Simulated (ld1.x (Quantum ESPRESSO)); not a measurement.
## u(r) = r·R(r): atom against pseudo-atom (oxygen)

Columns: radius, all-electron u(r) and pseudo u(r) of the 2s shell (level -23.96 eV) of oxygen in the configuration [He] 2s2 2p4; PBE, scalar-relativistic, PAW scheme, ld1.x (Quantum ESPRESSO) 7.5.

```tsv
r (bohr)	all-electron	pseudo
0.068	0.3870	-0.1143
0.135	0.3957	-0.2255
0.202	0.2394	-0.3340
0.270	0.0201	-0.4399
0.338	-0.2047	-0.5402
0.405	-0.4053	-0.6318
0.473	-0.5770	-0.7161
0.540	-0.7120	-0.7891
0.608	-0.8152	-0.8515
0.675	-0.8868	-0.9004
0.742	-0.9324	-0.9357
0.810	-0.9567	-0.9569
0.878	-0.9630	-0.9630
0.945	-0.9551	-0.9551
1.013	-0.9361	-0.9361
1.080	-0.9093	-0.9093
1.148	-0.8762	-0.8762
1.215	-0.8394	-0.8394
1.283	-0.7994	-0.7994
1.350	-0.7585	-0.7585
1.418	-0.7164	-0.7164
1.485	-0.6750	-0.6750
1.553	-0.6337	-0.6337
1.620	-0.5940	-0.5940
1.688	-0.5551	-0.5551
1.755	-0.5183	-0.5183
```

Question: How many radial nodes do the two functions have?

Answer: The all-electron 2s function has n − l − 1 = 1; the pseudo-wave has 0, since the states of the same l below it are removed with the core.

Question: At about which radius was the pseudo-wave matched?

Answer: 0.85 bohr, where the columns begin to agree (steps of 0.07 bohr).

Question: Is the pseudo-wave norm-conserving?

Answer: No, it belongs to a PAW set: the norm inside the radius is not constrained, and the difference is carried by the augmentation charge.
